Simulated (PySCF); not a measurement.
Compound: C5H8Si.
SMILES: `C(#CC=C)C[SiH3]`

Method used: PySCF 2.14.0, PBE0-D3(BJ)/def2-SVP geometry optimisation, gas phase.

Masses are those of the commonest isotopes; rigid-rotor values at the optimised geometry. 

(1) What are A, B and C (cm⁻¹)?

(2) What kind of rotor is it?

(3) What does the inertial defect say?

(4) Give the coordinates in the principal-axis frame, origin at the centre of mass.

(5) Which types of transition are allowed, and where do some lines up to J = 4 fall?

(6) Estimate the classical rotational partition function at 10 K, 25 K and 298.15 K.

## Answers

(1) Ia = 56.18, Ib = 504.67, Ic = 531.52 u·Å²; 505379 MHz·u·Å²/I gives 8996, 1001 and 950.8 MHz, that is A = 0.30009, B = 0.03340, C = 0.03172 cm⁻¹.

(2) A near-prolate asymmetric top. Ray's parameter κ = (2B − A − C)/(A − C) = -0.987; −1 is the prolate and +1 the oblate limit.

(3) Not planar: Δ = Ic − Ia − Ib = -29.32 u·Å². For a rigid frame Δ = −2 Σ m c², so Σ m c² = 14.66 u·Å² lies off the ab plane: 8.90 from hydrogen and 5.76 from heavier atoms. The atom farthest from that plane is 1.49 Å away.

(4) The sense of each axis is arbitrary; atoms in the order of the calculation.
```tsv
atom	mass (u)	a (Å)	b (Å)	c (Å)
C1	12.000	3.375	0.613	-0.398
C2	12.000	2.553	-0.028	0.446
C3	12.000	1.198	-0.360	0.171
C4	12.000	0.039	-0.666	-0.040
C5	12.000	-1.357	-0.960	-0.284
Si6	27.977	-2.452	0.557	0.066
H7	1.008	3.039	0.933	-1.388
H8	1.008	4.406	0.833	-0.115
H9	1.008	2.930	-0.330	1.432
H10	1.008	-1.704	-1.793	0.351
H11	1.008	-1.519	-1.267	-1.332
H12	1.008	-3.881	0.204	-0.203
H13	1.008	-2.046	1.684	-0.823
H14	1.008	-2.305	0.965	1.493
```

(5) The dipole components are |μa| = 0.35 D, |μb| = 0.36 D, |μc| = 0.15 D. Intensities carry the squares of the components, which stand as 0.98 : 1.00 : 0.17 (a : b : c). Some of the stronger lines:

```
type  branch         J(Ka,Kc)    MHz  lower level (cm⁻¹)
   a       R  3(1,3) ← 2(1,2)   5781               0.460
   a       R  3(0,3) ← 2(0,2)   5856               0.195
   a       R  3(2,2) ← 2(2,1)   5857               1.265
   a       R  3(1,2) ← 2(1,1)   5932               0.465
   c       Q  2(1,2) ← 2(0,2)   7945               0.195
   b       Q  2(1,1) ← 2(0,2)   8096               0.195
   b       Q  3(1,2) ← 3(0,3)   8173               0.391
   b       Q  4(1,3) ← 4(0,4)   8276               0.651
   b       R  1(1,1) ← 0(0,0)   9947               0.000
   c       R  4(1,3) ← 3(0,3)  16083               0.391
   b       Q  4(2,2) ← 4(1,3)  23812               0.927
   c       Q  2(2,1) ← 2(1,1)  23985               0.465
   b       Q  2(2,0) ← 2(1,1)  23985               0.465
   c       R  2(2,1) ← 1(1,1)  27991               0.332
   b       R  2(2,0) ← 1(1,1)  27991               0.332
   c       R  3(2,1) ← 2(1,1)  29843               0.465
   b       R  4(2,3) ← 3(1,2)  31718               0.663
   c       R  4(2,3) ← 3(1,3)  32022               0.653
   b       Q  4(3,1) ← 4(2,2)  40099               1.721
   c       Q  3(3,1) ← 3(2,1)  40101               1.461
   b       R  3(3,1) ← 2(2,0)  45958               1.265
   c       R  4(3,1) ← 3(2,1)  47910               1.461
   c       R  4(3,2) ← 3(2,2)  47911               1.461
   c       Q  4(4,1) ← 4(3,1)  56142               3.059
```

(6) Point group C1, symmetry number σ = 1; q = (√π/σ)·√((kT/h)³/(ABC)), k/h = 20836.6 MHz/K: 1820 at 10 K, 7200 at 25 K, 297000 at 298.15 K.

Stationary, but not proved a minimum. No vibrational averaging or centrifugal distortion is included, and the geometry carries the error of its method. A rigid rotor knows nothing of internal rotation, which can split or shift real lines.
